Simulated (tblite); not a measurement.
Parent: `[CH3:1][CH2:2][Si@H:3]1[CH:4]=[CH:5][C:6]1=[O:7]` with C1–C2–Si3–C4 -162°, C5H8OSi.

Structures optimised with GFN2-xTB, isolated species. One conformer each, not checked by frequencies here.

```json
{"coordinate of the parent": "C1–C2", "value": "1.527 Å"}
{"coordinate of the parent": "C2–Si3", "value": "1.901 Å"}
{"coordinate of the parent": "Si3–C4", "value": "1.906 Å"}
{"coordinate of the parent": "C4=C5", "value": "1.344 Å"}
{"coordinate of the parent": "C5–C6", "value": "1.478 Å"}
{"coordinate of the parent": "C6=O7", "value": "1.205 Å"}
{"coordinate of the parent": "Si3–C6", "value": "1.955 Å"}
{"coordinate of the parent": "C1–C2–Si3", "value": "112.3°"}
{"coordinate of the parent": "C2–Si3–C4", "value": "117.3°"}
{"coordinate of the parent": "C2–Si3–C6", "value": "119.1°"}
{"coordinate of the parent": "C4–Si3–C6", "value": "69.9°"}
{"coordinate of the parent": "Si3–C4–C5", "value": "96.7°"}
{"coordinate of the parent": "C4–C5–C6", "value": "103.1°"}
{"coordinate of the parent": "C5–C6–O7", "value": "130.5°"}
{"coordinate of the parent": "Si3–C6–C5", "value": "90.3°"}
{"coordinate of the parent": "Si3–C6–O7", "value": "139.1°"}
```

**Question.** How does the shared frame change in `[CH3:1][CH2:2][Si@H:3]1[C:4](=[O:5])[CH:6]=[C:7]1[O:8][SiH3:9]` with C1–C2–Si3–C4 -153°, C6–C7–O8–Si9 1°, C5H10O2Si2? Atoms pair as C1 = C1, C2 = C2, Si3 = Si3, C4 = C4, C5 = C6, C6 = C7, O7 = O8 (parent first).

**Answer.** 
| parent | relative | value in the relative | change |
| --- | --- | --- | --- |
| C1–C2 | C1–C2 | 1.528 Å | +0.001 |
| C2–Si3 | C2–Si3 | 1.902 Å | +0.001 |
| Si3–C4 | Si3–C4 | 1.951 Å | +0.045 |
| C4=C5 | C4–C6 | 1.461 Å | +0.117 |
| C5–C6 | C6=C7 | 1.356 Å | -0.122 |
| C6=O7 | C7–O8 | 1.323 Å | +0.118 |
| Si3–C6 | Si3–C7 | 1.920 Å | -0.035 |
| C1–C2–Si3 | C1–C2–Si3 | 112.4° | +0.1 |
| C2–Si3–C4 | C2–Si3–C4 | 120.1° | +2.8 |
| C2–Si3–C6 | C2–Si3–C7 | 115.4° | -3.7 |
| C4–Si3–C6 | C4–Si3–C7 | 69.3° | -0.6 |
| Si3–C4–C5 | Si3–C4–C6 | 91.6° | -5.1 |
| C4–C5–C6 | C4–C6–C7 | 102.7° | -0.4 |
| C5–C6–O7 | C6–C7–O8 | 129.4° | -1.1 |
| Si3–C6–C5 | Si3–C7–C6 | 96.4° | +6.1 |
| Si3–C6–O7 | Si3–C7–O8 | 134.3° | -4.8 |

Of the parent's bonds, C5–C6 changes most (-0.122 Å). Bonds of the relative outside the shared frame: C4=O5 1.208, O8–Si9 1.642 Å. Point group C1 → C1.

The numbers are calculated, not measured.
